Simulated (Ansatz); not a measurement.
Species: AsH3, charge -1, multiplicity 2. 
Structure (B3LYP-D3(BJ)/def2-TZVP (Ansatz, an electronic-structure program) minimum search):
```
As
H 1 1.5335
H 1 1.7456 2 86.01
H 1 1.7456 2 86.01 3 -140.56
```
Charge -1, spin multiplicity 2.

Basis-set convergence of Hartree-Fock and CCSD(T) correlation energies (hartree) with Ansatz. Correlated levels leave the core frozen unless marked. UHF or UKS for open shells. Spin-orbit coupling is left out. Frozen are the shells of the preceding noble gas and the d and f shells that filled before the atom's block. Non-relativistic.

```tsv
basis	functions	E(HF)	E(corr, CCSD(T))
aug-cc-pVDZ	63	-2235.82466	-0.18668
aug-cc-pVTZ	128	-2235.89822	-0.21797
aug-cc-pVQZ	231	-2235.90166	-0.22604
```

Extrapolating the two largest sets (X = 3 and 4) as X^-3: E(corr) = (64·(-0.22604) - 27·(-0.21797))/37 = -0.2319 Eh, an estimate of the basis-set limit. The largest set recovers 97.5 % of it, the smallest 80.5 %.
